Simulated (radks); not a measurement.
The numbers below are computed, except where a source is named.
These are the eigenvalues of the occupied orbitals of an atom or ion with whole-number occupations (eV). Code: a radial shooting solver on a logarithmic mesh with Libxc functionals. Model: scalar-relativistic Kohn-Sham, BLYP, spin-unpolarised, spherical densities, point nucleus.

| orbital | eigenvalue |
|---|---|
| 1s | -8218.241 |
| 2s | -984.6663 |
| 2p | -847.8273 |
| 3s | -114.2178 |
| 3p | -74.7907 |
| 3d | -13.0222 |

Which element is it, and in what charge state? The configuration may be excited.

Answer. Z = 28, nickel, charge +1: Ni+ in [Ar] 3d9. The list shows which subshells hold electrons but not how many an open one holds; the 1s level, -302.01 hartree, gives Z - s = 24.6 by -(Z - s)^2/2, which with screening and relativity narrows Z to a few neighbours, and the depths of the outer levels then fix element, charge and occupations together.
